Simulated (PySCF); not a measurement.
Relaxation of quartet Sn₃O⁺

Level of theory: PySCF, UB3LYP, basis O def2-SVP, Sn def2-SVP with ECP28 (scalar-relativistic core potentials, no spin–orbit coupling, density fitting). A (50,194) grid was used.

A hand-made trigonal pyramidal start, of C3v symmetry, held to at least that symmetry:

Coordinates in bohr (charge 1 multiplicity 4):
```
O     0.0000    0.0000   -1.6899
Sn    3.3194    0.0000    0.0751
Sn   -1.6597    2.8747    0.0751
Sn   -1.6597   -2.8747    0.0751
```

Optimiser trace:
```
step  E − E(last) (kJ/mol)  largest gradient (Eh/bohr)
   0                 74.22                     0.08350
   1                  7.14                     0.02152
   2                  0.80                     0.00543
   3                  0.21                     0.00167
   4                  0.09                     0.00147
   5                  0.01                     0.00094
   6                  0.00                     0.00025
   7                  0.00                     0.00002
```

It ends at C3v with O–Sn 2.163 Å (×3), Sn–Sn 3.198 Å (×3); O–Sn–Sn 42.3° (×6), Sn–O–Sn 95.3° (×3), Sn–Sn–Sn 60.0° (×3). A frequency run shows a minimum. Other isomers or separated fragments may lie lower.

Final geometry:
```xyz
4
charge 1 multiplicity 4, angstrom
O     0.0000    0.0000   -1.0790
Sn    1.8464    0.0000    0.0480
Sn   -0.9232    1.5990    0.0480
Sn   -0.9232   -1.5990    0.0480
```

Spin–orbit coupling, left out here, can matter for elements this heavy.

The relaxation took of the order of 80 core-seconds on a shared host.
